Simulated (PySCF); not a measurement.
## Phosphorus: a sound run and one with changed settings

Sound run: P⁺ [Ne] 3s2 3p2, P²⁺ [Ne] 3s2 3p1. Computed with PySCF 2.14 in x2c-SVPall, with scalar relativity by spin-free X2C-1e. In the sound run the correlated levels freeze [Ne]. The sound run starts from symmetry-adapted Hartree-Fock orbitals and uses a fine grid where one is needed.

Changed run: no relativity, point nucleus. This setting is unsound on purpose.

| species | method | sound run (hartree) | changed run (hartree) | converged |
| --- | --- | --- | --- | --- |
| P⁺ | UHF | -341.03801 | -340.14035 | yes |
| P⁺ | LDA | -340.28688 | -339.39017 | yes |
| P⁺ | MN15 | -341.54194 | -340.64525 | yes |
| P⁺ | MP2 | -341.08769 | -340.19003 | yes |
| P⁺ | CCSD(T) | -341.10868 | -340.21109 | yes |
| P²⁺ | UHF | -340.33331 | -339.43567 | yes |
| P²⁺ | LDA | -339.55815 | -338.66138 | yes |
| P²⁺ | MN15 | -340.81370 | -339.91691 | yes |
| P²⁺ | MP2 | -340.37261 | -339.47499 | yes |
| P²⁺ | CCSD(T) | -340.39270 | -339.49518 | yes |

Ionisation energy of P⁺:

```
 method  sound run (eV)  changed run (eV)
    UHF          19.176            19.175
    LDA          19.830            19.831
   MN15          19.816            19.819
    MP2          19.458            19.457
SCS-MP2          19.381            19.379
   CCSD          19.475            19.472
CCSD(T)          19.483            19.481
```

Most of the change in total energy is the relativistic energy itself. On top of that the contraction fixes the core shape for the Hamiltonian it was made with, so the changed run is not a good calculation with the other Hamiltonian either.

For comparison, NIST gives 19.769 eV between the lowest levels.
